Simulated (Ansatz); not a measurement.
Geometry optimisation, RKS B3LYP/def2-SVP (Ansatz).

Input:

```yaml
crystal:
  periodic: [false, false, false]
  atoms:
    - { symbol: Zn, position_ang: [0.0, 0.0, 0.0] }
    - { symbol: O, position_ang: [0.0, 0.0, 2.14] }
    - { symbol: H, position_ang: [-0.9095, -0.2814, 2.4771] }
    - { symbol: C, position_ang: [0.0, 0.0, -1.98] }
    - { symbol: H, position_ang: [0.2799, -1.0082, -2.3505] }
    - { symbol: H, position_ang: [-1.0131, 0.2617, -2.3505] }
    - { symbol: H, position_ang: [0.7332, 0.7465, -2.3505] }
    - { symbol: H, position_ang: [1.7677, 0.1562, 0.5897] }
    - { symbol: H, position_ang: [1.3676, 0.1208, 1.5381] }
basis:
  gaussian: { orbitals: def2-SVP }
hamiltonian:
  xc: b3lyp
relax:
  f_tol: 0.15
  max_steps: 25
  restrain:
    - { distance: [0, 7], at: 1.57, k: 30.0 }
    - { distance: [8, 1], at: 1.01, k: 30.0 }
    - { distance: [0, 1], at: 2.99, k: 30.0 }
    - { distance: [8, 7], at: 1.86, k: 30.0 }
output:
  orbitals: {}
```

Command:

```bash
$ ansatz run input.yaml --threads 2 --pin off --max-ram 3072MiB --backend cpu --events-out ev --progress --plain --runs-dir out
```

Q: Where does it end, and by what steps?

A: It converged. The restraints hold the end off the free minimum. After 13 steps the energy has fallen by 1.495 eV (the restraints' own energy left out); Zn1 moved furthest, 1.17 Å. Parted: Zn1–O2 (2.14 → 2.98 Å). Joined: O2–H9 (1.50 → 0.99 Å).

```csv
step,energy less start (eV),largest force component (eV/Å),accepted
0,0.0000,2.636,yes
1,1.1012,2.829,yes
2,1.1100,3.583,yes
3,0.2880,2.737,yes
4,-0.6045,0.957,yes
5,-1.0128,1.225,yes
6,-1.2480,1.755,yes
7,-1.3817,0.989,yes
8,-1.4616,0.753,yes
9,-1.4887,0.713,yes
10,-1.4042,1.833,no
11,-1.4882,0.733,no
12,-1.4919,0.779,yes
13,-1.4952,0.752,yes
```

```xyz
9
Properties=species:S:1:pos:R:3
Zn 1.080 0.010 -0.453
O -0.332 0.290 2.159
H -0.564 -0.589 2.492
C 0.009 0.019 -2.085
H 0.032 -0.964 -2.586
H -1.044 0.258 -1.860
H 0.380 0.769 -2.803
H 2.016 -0.030 0.806
H 0.649 0.233 2.045
```

Time of the run: 25 s on 2 threads of Arm Neoverse V2, with other jobs on the host, peak memory 0.18 GiB.
